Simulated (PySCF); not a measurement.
## Basis and Hamiltonian dependence of the excitation energy of Os

Os [Xe] 4f14 5d6 6s2 (5D) → Os [Xe] 4f14 5d6 6s1 6p1 (high-spin determinant). All values are computed (PySCF 2.14, energy differences of UHF-based or UKS calculations, no spin-orbit coupling). Values in eV.

| basis | Hamiltonian | functions | UHF | LDA | PBE0 | MP2 (valence) | CCSD(T) (valence) |
| --- | --- | --- | --- | --- | --- | --- | --- |
| aug-cc-pVDZ-PP with ECP60MDF | ECP | 54 | 1.419 | 3.423 | 2.813 | 2.661 | 2.699 |
| aug-cc-pwCVDZ-PP with ECP60MDF | ECP | 70 | 1.421 | 3.413 | 2.805 | 2.674 | 2.708 |
| aug-cc-pVTZ-PP with ECP60MDF | ECP | 88 | 1.439 | 3.412 | 2.815 | 2.764 | 2.799 |
| def2-QZVPPD with the def2 core potential (60 electrons) | ECP | 88 | 1.510 | 3.470 | 2.874 | 2.798 | 2.834 |
| x2c-TZVPPall | spin-free X2C | 97 | 1.450 | 3.483 | 2.870 | 2.678 | 2.755 |
| aug-cc-pVTZ-PP with one added diffuse shell each of s, p, d, f, g type with ECP60MDF | ECP | 113 | 1.439 | 3.411 | 2.814 | 2.766 | n/a |
| aug-cc-pwCVTZ-PP with ECP60MDF | ECP | 122 | 1.439 | 3.412 | 2.815 | 2.769 | n/a |
| aug-cc-pVQZ-PP with ECP60MDF | ECP | 135 | 1.438 | 3.411 | 2.814 | 2.806 | n/a |

Frozen in the all-electron rows: valence: [Xe] 4f14; with a core potential, the same shells as far as they lie outside it.

One determinant mixes LS terms of the configuration, so the numbers do not refer to single terms.
